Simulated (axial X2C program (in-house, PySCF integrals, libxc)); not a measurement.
AgB: from Re and ωe to a spectrum

A bond curve at the PBE0 level, with spin–orbit coupling, was computed with an in-house relativistic program for diatomic molecules (basis Ag dyall-cv3z [12s12p8d5f3g], B dyall-v3z [7s6p2d1f] (cores contracted in-house)) for the state Ω = 0 (closed shell). Its fit gives Re = 2.0860 Å, ωe = 449.3 cm⁻¹, ωexe = 2.93 cm⁻¹ and αe = 3.926e-03 cm⁻¹; the masses are 106.9051 and 11.0093 u. Two-component means X2C with spin–orbit coupling and atomic mean-field Coulomb and Gaunt terms.

**Question.** Find the reduced mass, Be and the force constant.

**Answer.** From the PBE0 values: μ = 9.9814 u. Be = 16.8576/(μ Re²) = 0.3881 cm⁻¹. k = 5.8918×10⁻⁷ μ ωe² = 1.19 mdyn/Å.

**Question.** Give B0, the J = 1←0 line in GHz and the most populated J at 300 K (kT = 208.5 cm⁻¹).

**Answer.** B0 = Be − αe/2 = 0.3862 cm⁻¹; 2B0 = 23.15 GHz; J(max) ≈ √(kT/2B0) − 1/2 = 15.9, so J = 16.

**Question.** The dipole moment p changes by 0.38 D/Å at Re. What harmonic infrared intensity follows?

**Answer.** I = 42.256 × (dp/dR)²/μ = 0.61 km/mol.

**Question.** Estimate De from a Morse curve and compare with the computed well depth of 1.806 eV to Ag + B.

**Answer.** De(Morse) = ωe²/(4ωexe) = 2.136 eV against 1.806 eV computed, a ratio of 1.18. The extrapolation overshoots: the well softens faster than a Morse curve, or the lowest atomic limit lies below the one to which the curve heads.

**Question.** A Morse curve ties αe to the other constants (Pekeris). How well does that hold?

**Answer.** αe(Morse) = 6Be²/ωe × (√(ωexe/Be) − 1) = 3.516e-03 cm⁻¹; the PBE0 curve gives 3.926e-03 cm⁻¹, a ratio of 0.90.

One determinant describes the state; a PBE0 search over occupations chose it and may have missed a lower one. De is counted from the lowest determinant-based energies of the atoms at the same level, without counterpoise correction. The 2c atoms are single determinants rather than J levels; their spin–orbit lowering is only partly caught, and De is too large by that part. This holds for PBE0. Without a current term, density functionals place determinants with orbital angular momentum somewhat too high.
